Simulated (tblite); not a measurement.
Record of a relaxation.

Compound: C5H5F2O3 (doublet state).
Numbering: `[O:1]=[C:2]1[CH:3][C@H:4]([O:5][CH:6]([F:7])[F:8])[O:9][CH2:10]1` (hydrogens: H11 on C3; H12 on C4; H13 on C6; H14, H15 on C10)
Bond orders are those of one Lewis drawing.

Computed with GFN2-xTB (tblite), gas phase: L-BFGS steps from a force-field or distance-geometry start until the largest atomic force falls under 0.01 eV/Å. 11 of its 143 geometries are shown.

Step 0: E = -946.5048 eV, largest atomic force 2.898 eV/Å
```
atom  x, y, z in Å  |  force x, y, z in eV/Å
O1     -2.460    1.858    0.387    0.472  -1.237  -0.555
C2     -1.766    0.993   -0.096   -0.327   2.578   0.257
C3     -0.468    1.140   -0.853   -2.099  -1.881  -0.675
C4      0.241   -0.064   -0.289   -0.138   1.100   1.189
O5      1.343   -0.458   -1.000    1.193  -0.119   1.153
C6      2.473   -0.364   -0.207    0.181  -0.399  -1.002
F7      3.310    0.569   -0.774   -0.278  -1.193   0.588
F8      3.093   -1.597   -0.142   -0.287   1.655  -0.112
O9     -0.708   -1.075   -0.147    0.642  -1.220  -0.183
C10    -1.966   -0.504   -0.035   -0.822   0.329  -0.728
H11    -0.753    0.879   -1.902    0.745   1.013   0.313
H12     0.512    0.220    0.776    0.116  -0.031  -0.462
H13     2.175   -0.001    0.816    0.926  -0.439  -0.432
H14    -2.535   -0.816   -0.935   -0.304   0.126   0.410
H15    -2.494   -0.772    0.873   -0.020  -0.281   0.239
```

Step 14: E = -947.4882 eV, largest atomic force 0.775 eV/Å
```
atom  x, y, z in Å  |  force x, y, z in eV/Å
O1     -2.666    1.803    0.069   -0.168  -0.036  -0.186
C2     -1.891    0.934   -0.234    0.240   0.016  -0.428
C3     -0.577    1.036   -0.885   -0.712   0.222  -0.209
C4      0.198   -0.038   -0.229   -0.566   0.045   0.354
O5      1.351   -0.463   -0.848    0.172  -0.069  -0.158
C6      2.546   -0.414   -0.214    0.069  -0.090  -0.362
F7      3.350    0.459   -0.861    0.120  -0.014  -0.135
F8      3.143   -1.612   -0.300    0.095   0.000  -0.010
O9     -0.724   -1.111   -0.084   -0.239  -0.295   0.362
C10    -2.040   -0.573    0.039   -0.335   0.237  -0.287
H11    -0.355    1.493   -1.843    0.035   0.082   0.547
H12     0.388    0.381    0.792    0.479  -0.263   0.075
H13     2.562   -0.099    0.836   -0.366  -0.014   0.343
H14    -2.727   -0.970   -0.742    0.525   0.007   0.054
H15    -2.562   -0.819    0.980    0.651   0.170   0.039
```

Step 28: E = -948.0860 eV, largest atomic force 0.189 eV/Å
```
atom  x, y, z in Å  |  force x, y, z in eV/Å
O1     -2.931    1.575   -0.649    0.079  -0.020  -0.171
C2     -1.971    0.839   -0.511   -0.087   0.073   0.124
C3     -0.589    1.101   -0.734   -0.032  -0.054   0.104
C4      0.190   -0.016   -0.151    0.031   0.018  -0.062
O5      1.278   -0.467   -0.922   -0.047  -0.004   0.017
C6      2.496   -0.483   -0.334   -0.025   0.053   0.067
F7      3.310    0.407   -0.944    0.047  -0.054  -0.013
F8      3.094   -1.676   -0.449   -0.081   0.025  -0.127
O9     -0.695   -1.061    0.119    0.034   0.100   0.050
C10    -2.026   -0.575    0.063    0.039  -0.025   0.027
H11    -0.130    2.002   -1.092   -0.076  -0.005  -0.078
H12     0.613    0.375    0.811   -0.065  -0.053   0.100
H13     2.455   -0.217    0.742    0.134  -0.036   0.032
H14    -2.640   -1.240   -0.548    0.038  -0.033  -0.083
H15    -2.457   -0.556    1.072    0.012   0.015   0.013
```

Step 43: E = -948.1691 eV, largest atomic force 0.119 eV/Å
```
atom  x, y, z in Å  |  force x, y, z in eV/Å
O1     -2.931    1.402   -1.035   -0.016   0.027   0.016
C2     -1.974    0.801   -0.583    0.004  -0.045   0.008
C3     -0.608    1.194   -0.545   -0.011  -0.110   0.045
C4      0.200    0.087    0.024   -0.006  -0.049  -0.046
O5      1.233   -0.313   -0.858   -0.036   0.074   0.010
C6      2.483   -0.504   -0.386   -0.043  -0.021   0.012
F7      3.326    0.356   -1.003    0.021  -0.009   0.117
F8      2.932   -1.729   -0.695   -0.011  -0.073  -0.048
O9     -0.665   -0.982    0.269   -0.013   0.070   0.034
C10    -2.008   -0.579    0.065   -0.001  -0.007   0.053
H11    -0.186    2.069   -0.998    0.053   0.029  -0.007
H12     0.661    0.394    0.992    0.037   0.073  -0.072
H13     2.583   -0.373    0.712    0.030   0.062  -0.079
H14    -2.546   -1.321   -0.529    0.080  -0.029  -0.061
H15    -2.503   -0.497    1.041   -0.088   0.006   0.017
```

Step 57: E = -948.2313 eV, largest atomic force 0.309 eV/Å
```
atom  x, y, z in Å  |  force x, y, z in eV/Å
O1     -2.923    1.293   -1.129    0.032  -0.113   0.080
C2     -1.960    0.767   -0.600   -0.099  -0.007  -0.049
C3     -0.627    1.258   -0.512   -0.135   0.211   0.078
C4      0.218    0.246    0.151    0.054   0.099  -0.018
O5      1.168   -0.187   -0.825   -0.083  -0.290  -0.067
C6      2.393   -0.583   -0.426    0.113  -0.014  -0.036
F7      3.320    0.247   -0.953    0.114   0.138   0.035
F8      2.707   -1.794   -0.912   -0.176  -0.064   0.024
O9     -0.619   -0.761    0.609    0.080  -0.113  -0.092
C10    -1.928   -0.600    0.081   -0.122  -0.028  -0.106
H11    -0.237    2.145   -0.974   -0.019  -0.027   0.001
H12     0.777    0.639    1.018    0.068   0.095   0.041
H13     2.530   -0.598    0.670    0.029  -0.034   0.082
H14    -2.175   -1.402   -0.627    0.139   0.056  -0.048
H15    -2.649   -0.664    0.900    0.004   0.091   0.075
```

Step 71: E = -948.2731 eV, largest atomic force 0.079 eV/Å
```
atom  x, y, z in Å  |  force x, y, z in eV/Å
O1     -2.962    1.208   -1.106    0.040  -0.052   0.012
C2     -1.960    0.762   -0.583    0.004   0.026  -0.024
C3     -0.666    1.349   -0.475    0.007   0.017   0.021
C4      0.236    0.381    0.193    0.013  -0.020   0.011
O5      1.091   -0.194   -0.811    0.002   0.007  -0.012
C6      2.297   -0.669   -0.432   -0.009   0.008   0.027
F7      3.276    0.164   -0.865    0.024  -0.074   0.003
F8      2.528   -1.854   -1.018   -0.002   0.074  -0.027
O9     -0.581   -0.578    0.774   -0.019   0.003  -0.062
C10    -1.815   -0.616    0.067    0.007   0.013   0.038
H11    -0.320    2.233   -0.976   -0.015   0.010  -0.013
H12     0.867    0.829    0.977    0.003   0.024  -0.017
H13     2.425   -0.792    0.659   -0.038  -0.004   0.024
H14    -1.798   -1.397   -0.703   -0.024  -0.008  -0.025
H15    -2.622   -0.817    0.771    0.007  -0.023   0.044
```

Step 85: E = -948.2997 eV, largest atomic force 0.177 eV/Å
```
atom  x, y, z in Å  |  force x, y, z in eV/Å
O1     -2.926    1.028   -1.200   -0.113   0.092   0.075
C2     -1.932    0.721   -0.576    0.079  -0.138  -0.078
C3     -0.713    1.446   -0.423   -0.023  -0.059  -0.012
C4      0.276    0.538    0.203   -0.006   0.004   0.018
O5      1.120    0.038   -0.848    0.138  -0.048   0.067
C6      2.163   -0.729   -0.447   -0.002   0.020  -0.048
F7      3.327   -0.057   -0.633   -0.040  -0.094   0.046
F8      2.244   -1.830   -1.211    0.006   0.066  -0.010
O9     -0.448   -0.490    0.792   -0.018   0.015  -0.008
C10    -1.671   -0.639    0.083    0.045   0.033   0.000
H11    -0.434    2.350   -0.928   -0.062   0.019  -0.008
H12     0.910    1.017    0.965   -0.022   0.005   0.016
H13     2.109   -1.046    0.611    0.017   0.028  -0.042
H14    -1.582   -1.399   -0.703    0.007  -0.031   0.018
H15    -2.447   -0.941    0.789   -0.006   0.089  -0.032
```

Step 99: E = -948.3266 eV, largest atomic force 0.045 eV/Å
```
atom  x, y, z in Å  |  force x, y, z in eV/Å
O1     -2.981    0.992   -1.120   -0.006   0.005  -0.012
C2     -1.933    0.688   -0.587   -0.016  -0.005   0.007
C3     -0.729    1.443   -0.483    0.018  -0.015  -0.012
C4      0.297    0.601    0.173    0.003  -0.008   0.019
O5      1.247    0.185   -0.825    0.006  -0.019   0.012
C6      2.155   -0.742   -0.433    0.004   0.005  -0.013
F7      3.403   -0.223   -0.471   -0.038  -0.010   0.021
F8      2.161   -1.769   -1.301    0.003   0.013  -0.020
O9     -0.370   -0.485    0.727    0.019   0.003  -0.003
C10    -1.622   -0.655    0.076   -0.010   0.010  -0.008
H11    -0.513    2.368   -0.983    0.001  -0.013   0.007
H12     0.847    1.123    0.974    0.005   0.004  -0.013
H13     1.974   -1.149    0.578    0.006   0.021   0.005
H14    -1.569   -1.451   -0.677    0.000   0.014   0.004
H15    -2.372   -0.917    0.824    0.007  -0.004   0.004
```

Step 114: E = -948.3298 eV, largest atomic force 0.088 eV/Å
```
atom  x, y, z in Å  |  force x, y, z in eV/Å
O1     -2.994    1.015   -1.086    0.014  -0.056   0.023
C2     -1.942    0.698   -0.567    0.019   0.055  -0.028
C3     -0.725    1.438   -0.496    0.025   0.017  -0.039
C4      0.301    0.592    0.154    0.040  -0.004  -0.069
O5      1.210    0.123   -0.866   -0.052  -0.037   0.054
C6      2.146   -0.759   -0.442    0.007   0.015  -0.017
F7      3.355   -0.156   -0.325   -0.066  -0.050   0.000
F8      2.298   -1.720   -1.367    0.019   0.052   0.068
O9     -0.379   -0.460    0.753    0.063  -0.036   0.004
C10    -1.628   -0.642    0.101   -0.042   0.031   0.038
H11    -0.505    2.342   -1.032    0.000  -0.021   0.039
H12     0.903    1.113    0.916   -0.072   0.035   0.022
H13     1.902   -1.230    0.530    0.040  -0.017  -0.075
H14    -1.568   -1.438   -0.653   -0.011   0.011   0.001
H15    -2.376   -0.909    0.851    0.015   0.005  -0.021
```

Step 128: E = -948.3472 eV, largest atomic force 0.065 eV/Å
```
atom  x, y, z in Å  |  force x, y, z in eV/Å
O1     -3.032    1.093   -1.011    0.028   0.002   0.000
C2     -1.970    0.725   -0.547    0.008   0.021  -0.007
C3     -0.699    1.370   -0.594   -0.014   0.020   0.017
C4      0.302    0.500    0.061   -0.011   0.007  -0.001
O5      1.204   -0.002   -0.932    0.009  -0.014   0.006
C6      2.217   -0.761   -0.445    0.016  -0.017  -0.003
F7      3.246    0.024   -0.025   -0.034  -0.046   0.000
F8      2.695   -1.512   -1.441    0.024   0.018   0.021
O9     -0.393   -0.534    0.682   -0.029   0.018  -0.002
C10    -1.719   -0.598    0.174    0.001  -0.022  -0.005
H11    -0.446    2.252   -1.149   -0.017  -0.025   0.007
H12     0.898    1.039    0.821   -0.005  -0.003  -0.008
H13     1.931   -1.417    0.400   -0.002   0.042  -0.049
H14    -1.829   -1.432   -0.531    0.008   0.006   0.057
H15    -2.408   -0.740    1.011    0.019  -0.007  -0.032
```

Step 142: E = -948.3529 eV, largest atomic force 0.008 eV/Å
```
atom  x, y, z in Å  |  force x, y, z in eV/Å
O1     -3.028    1.065   -1.025   -0.005   0.003   0.000
C2     -1.964    0.716   -0.548   -0.002  -0.001  -0.001
C3     -0.700    1.369   -0.613   -0.001  -0.004   0.002
C4      0.312    0.516    0.044    0.002  -0.002  -0.003
O5      1.212    0.011   -0.951    0.003   0.002   0.001
C6      2.200   -0.781   -0.464   -0.001   0.003  -0.002
F7      3.153   -0.041    0.161   -0.005   0.003   0.001
F8      2.801   -1.377   -1.496   -0.002   0.000   0.000
O9     -0.369   -0.514    0.686    0.004   0.002   0.000
C10    -1.707   -0.583    0.211   -0.001  -0.003  -0.001
H11    -0.460    2.240   -1.191    0.002   0.004  -0.004
H12     0.911    1.069    0.791    0.006  -0.005   0.001
H13     1.854   -1.549    0.251   -0.001  -0.003   0.005
H14    -1.841   -1.448   -0.450    0.001   0.000  -0.001
H15    -2.378   -0.685    1.067    0.000   0.000   0.003
```

Q: Summarise the path.

A: The energy falls by 178.31 kJ/mol from step 0 to step 142; nine tenths of that is first reached at step 43. It rises by more than 0.2 meV at step 117. The largest force goes from 2.898 to 0.008 eV/Å. Among the bonds C2–C3 changes most, from 1.509 to 1.425 Å; the atoms move by 1.031 Å rms after alignment.

What follows is the cost of the whole relaxation. Time: 0.93 s. Hardware: one thread, Arm Neoverse V1 (aarch64), shared host.
